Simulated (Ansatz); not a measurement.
Consider the hydrogenolysis of the Sn–F bond: `[NH2][Sn]([OH])([F])[SH]` + H₂ → `[NH2][SnH]([OH])[SH]` + H–F.

Program: Ansatz. Geometries: PBE0-D4/def2-TZVP. ΔE: electronic, gas phase. CCSD(T)/CBS is the MP2 limit (def2-TZVPP, def2-QZVPP) plus CCSD(T) − MP2 in def2-TZVPP, frozen cores. This one scheme is used for every species. DFT in def2-TZVPP. def2 core potentials past Kr. For Sn outer-core shells are correlated without core-valence functions, which leaves a few kJ/mol of doubt a bond. Each species was taken in one conformer, which may not be the lowest.

`[NH2][Sn]([OH])([F])[SH]`:

Z-matrix (Å, degrees):
```
Sn
O 1 1.941
F 1 1.927 2 104.9
N 1 1.989 2 103.9 3 -121.4
S 1 2.371 2 117.1 3 112.9
H 2 0.961 1 113.4 3 -47.6
H 4 1.012 1 113.4 2 45.6
H 4 1.011 1 114.2 2 171.6
H 5 1.345 1 90.2 2 -107.0
```

H₂:

Cartesian coordinates in Å:
```
H -0.227 -0.293 0.037
H 0.227 0.293 -0.037
```

`[NH2][SnH]([OH])[SH]`:

Z-matrix (Å, degrees):
```
Sn
O 1 1.960
S 1 2.411 2 107.9
N 1 2.007 2 102.6 3 -119.5
H 1 1.701 2 110.4 3 120.8
H 2 0.961 1 111.6 3 -6.3
H 3 1.344 1 93.1 2 97.6
H 4 1.012 1 111.9 2 34.6
H 4 1.012 1 114.9 2 159.0
```

H–F:

Cartesian coordinates in Å:
```
F -0.348 0.291 0.078
H 0.348 -0.291 -0.078
```

| species | r2SCAN-D4 energy (Eh) |
| --- | --- |
| `[NH2][Sn]([OH])([F])[SH]` | -844.88626 |
| H₂ | -1.17130 |
| `[NH2][SnH]([OH])[SH]` | -745.58880 |
| H–F | -100.44667 |

Problem. Work out ΔE.

Solution. ΔE = (-745.58880) + (-100.44667) − (-844.88626) − (-1.17130) = 0.02209 Eh = +58.0 kJ/mol. CCSD(T)/CBS gives +48.3 kJ/mol.

Largest T1 diagnostic among the species: 0.014.

From PBE to PBE0 (25 % exact exchange), in def2-TZVPP and without D4, ΔE moves by −8.6 kJ/mol. Leaving LDA and LC-ωPBE aside and taking each functional with its dispersion term where it has one, the values, not all of them listed here, spread over 20.3 kJ/mol, from PBE-QIDH to BLYP-D4. LDA lies −10.4 kJ/mol from PBE without D4.
